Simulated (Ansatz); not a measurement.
The same path of CH₈BFSi₂ (13 atoms, charge 0, multiplicity 1) was run 3 times with different band settings. The coordinate that changes most is the dihedral Si2–B4–Si5–H11.

Method: RHF/6-31G* (Ansatz).

Relaxed end points:

```xyz
13
Properties=species:S:1:pos:R:3
C -2.076 0.523 1.007
Si -0.196 0.594 1.005
F 0.345 -0.597 1.943
B 0.581 0.418 -0.864
Si 1.815 -1.107 -1.428
H -2.444 -0.399 0.565
H -2.494 1.352 0.442
H -2.466 0.580 2.019
H 0.268 1.855 1.622
H 0.285 1.265 -1.651
H 2.202 -1.060 -2.855
H 1.149 -2.405 -1.176
H 3.052 -1.053 -0.614
```

```xyz
13
Properties=species:S:1:pos:R:3
C -1.531 0.722 1.663
Si 0.115 0.884 0.767
F 1.230 0.121 1.641
B 0.057 0.116 -1.113
Si 1.255 -1.418 -1.732
H -1.852 -0.314 1.730
H -2.308 1.279 1.147
H -1.460 1.109 2.676
H 0.526 2.304 0.709
H -0.724 0.604 -1.872
H 2.674 -1.033 -1.565
H 1.045 -1.803 -3.145
H 0.993 -2.607 -0.889
```

Common settings: movable images 5; start path IDPP; force threshold 0.05 eV/Å; iteration limit 60; end points relaxed.

| run | climbing image | spring | optimiser |
| --- | --- | --- | --- |
| 1 | yes | 5.0 eV/Å² | quadratic models (default) |
| 2 | yes | 20.0 eV/Å² | quadratic models (default) |
| 3 | from the first iteration | 5.0 eV/Å² | fire |

**Question.** What does each run give, and how far can it be trusted?

**Answer.** Run 1: converged after 7 iterations, highest image 0.009 eV above the first end. A vibrational analysis at the climbing image gives no mode beyond 40i cm⁻¹: the surface is too flat there to confirm a saddle point.
Run 2: converged after 7 iterations, highest image 0.009 eV above the first end. Another band between the same ends (5 images) ends at a top of the same energy, where a vibrational analysis finds no clearly imaginary modes.
Run 3: converged after 17 iterations, highest image 0.009 eV above the first end. Another band between the same ends (5 images) ends at a top of the same energy, where a vibrational analysis finds no clearly imaginary modes.
